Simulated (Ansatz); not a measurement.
Geometry optimisation, RKS PBE-D4/def2-TZVP in Ansatz 0.2.0.

input.yaml

```yaml
crystal:
  periodic: [false, false, false]
  atoms:
    - { symbol: Ga, position_ang: [0.0, 0.0, 0.0] }
    - { symbol: "N", position_ang: [0.0, 0.0, 1.93] }
    - { symbol: H, position_ang: [-0.877, -0.2713, 2.46] }
    - { symbol: H, position_ang: [0.877, 0.2713, 2.46] }
    - { symbol: H, position_ang: [1.3596, 0.0, -0.785] }
    - { symbol: H, position_ang: [-1.3596, 0.0, -0.785] }
basis:
  gaussian: { orbitals: def2-TZVP }
hamiltonian:
  xc: pbe
  dispersion: d4
relax:
  f_tol: 0.02
  max_steps: 40
```

Command:

```bash
$ ansatz run input.yaml --threads 4 --pin off --max-ram 5120MiB --backend cpu --events-out ev --progress --plain --runs-dir out
```

Question: Where does it end, and by what steps?

Answer: The forces met the threshold. After 5 steps the energy has fallen by 0.296 eV; H3 moved furthest, 0.21 Å.

```json
{"step": "0", "energy less start (eV)": "0.0000", "largest force component (eV/Å)": "1.719", "accepted": "yes"}
{"step": "1", "energy less start (eV)": "-0.2344", "largest force component (eV/Å)": "1.123", "accepted": "yes"}
{"step": "2", "energy less start (eV)": "-0.2689", "largest force component (eV/Å)": "0.806", "accepted": "yes"}
{"step": "3", "energy less start (eV)": "-0.2925", "largest force component (eV/Å)": "0.176", "accepted": "yes"}
{"step": "4", "energy less start (eV)": "-0.2947", "largest force component (eV/Å)": "0.094", "accepted": "yes"}
{"step": "5", "energy less start (eV)": "-0.2956", "largest force component (eV/Å)": "0.001", "accepted": "yes"}
```

```xyz
6
Properties=species:S:1:pos:R:3
Ga 0.000 0.000 0.008
N 0.000 0.000 1.835
H -0.838 -0.074 2.403
H 0.838 0.074 2.403
H 1.402 0.124 -0.684
H -1.402 -0.124 -0.684
```

Run time: 3.9 s on 4 threads of Arm Neoverse V2, on a shared host, peak memory 0.15 GiB.
